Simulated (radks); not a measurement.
Cd3+, 45 electrons, occupied as [Kr] 4d8 6d1 (not the ground configuration).

All-electron calculation, Dirac Kohn-Sham, BLYP, spin-unpolarised, spherical densities, point nucleus; open shells are shared between the two j in proportion to 2j + 1. Program: a radial shooting solver on a logarithmic mesh with Libxc functionals.

Energy parts (eV):
part                       energy
total                 -152185.712
kinetic                159603.160
electron-nucleus      -367070.455
Hartree                 59462.751
exchange-correlation    -4181.168

Orbitals (lengths in bohr, moments of r in powers of bohr; r(max) is where P^2 peaks):
orbital  occ.  eigenvalue (eV)   r(max)      <r>     <r^2>
1s1/2       2        -26563.98  0.01967  0.03039  0.001249
2s1/2       2        -3985.395   0.1113   0.1313   0.02037
2p1/2       2        -3713.958  0.08595   0.1112   0.01519
2p3/2       4        -3521.394  0.09030   0.1164   0.01651
3s1/2       2        -782.9645   0.3240   0.3581    0.1468
3p1/2       2        -674.2131   0.3104   0.3494    0.1420
3p3/2       4        -639.8138   0.3204   0.3604    0.1509
3d3/2       4        -447.3070   0.2639   0.3326    0.1317
3d5/2       6        -440.3131   0.2668   0.3361    0.1344
4s1/2       2        -154.0111   0.7930   0.8708    0.8578
4p1/2       2        -118.7412   0.8243   0.9240    0.9747
4p3/2       4        -112.6929   0.8484   0.9525     1.035
4d3/2     3.2         -57.6971   0.9501    1.150     1.551
4d5/2     4.8         -56.8672   0.9593    1.162     1.584
6d3/2     0.4         -10.4446    6.322    6.318     44.50
6d5/2     0.6         -10.4044    6.344    6.331     44.72

The highest occupied level is 6d5/2 at -10.404 eV. Summed over all electrons, <r^2> = 67.66 bohr^2, which gives a Langevin (diamagnetic) susceptibility term of -53.6 x 10^-6 cm^3/mol. The density falls to 0.001 e/bohr^3 at r = 3.06 bohr.
